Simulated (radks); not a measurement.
Q: The holmium ion Ho+, 66 electrons, occupied as [Xe] 4f11 6s1. All-electron calculation, scalar-relativistic Kohn-Sham, PBE, spin-polarised, spherical densities, point nucleus; open shells are filled with parallel spins first (spin-orbit coupling, left out, can overturn this in heavy ions). Program: a radial shooting solver on a logarithmic mesh with Libxc functionals. Some entries of the table are withheld. Estimate them.

orbital,occ.,eigenvalue (eV),<r> (bohr),<r^2> (bohr^2)
1s up,1,-55507.30,0.02074,0.0005880
1s down,1,-55507.29,0.02074,0.0005880
2s up,1,-9289.632,0.08809,0.009167
2s down,1,-9289.599,0.08809,0.009167
2p up,3,-8229.768,0.07806,0.007441
2p down,3,-8229.743,0.07806,0.007441
3s up,1,-2080.224,0.2299,0.06038
3s down,1,-2079.005,0.2298,0.06034
3p up,3,-1756.406,0.2289,0.06073
3p down,3,-1755.190,0.2288,0.06068
3d up,5,-1345.713,0.2079,0.05075
3d down,5,-1344.784,0.2078,0.05069
4s up,1,-417.1118,0.5188,0.3039
4s down,1,-414.4754,0.5188,0.3039
4p up,3,-310.5682,0.5501,0.3443
4p down,3,-307.9648,0.5502,0.3445
4d up,5,-166.7282,0.5963,0.4129
4d down,5,-164.1584,0.5968,0.4137
5s up,1,(1),1.273,1.827
5s down,1,(2),1.281,1.848
5p up,3,-32.8614,(3),2.614
5p down,3,-31.8080,(4),2.643
4f up,7,-10.6128,0.8398,0.9682
6s up,1,-9.3256,3.640,14.91
4f down,4,-8.3459,0.8647,1.047
6s down,0,-8.3316,3.606,14.63

A: 
(1) 5s up eigenvalue (eV): -57.5187
(2) 5s down eigenvalue (eV): -56.1674
(3) 5p up <r> (bohr): 1.514
(4) 5p down <r> (bohr): 1.523
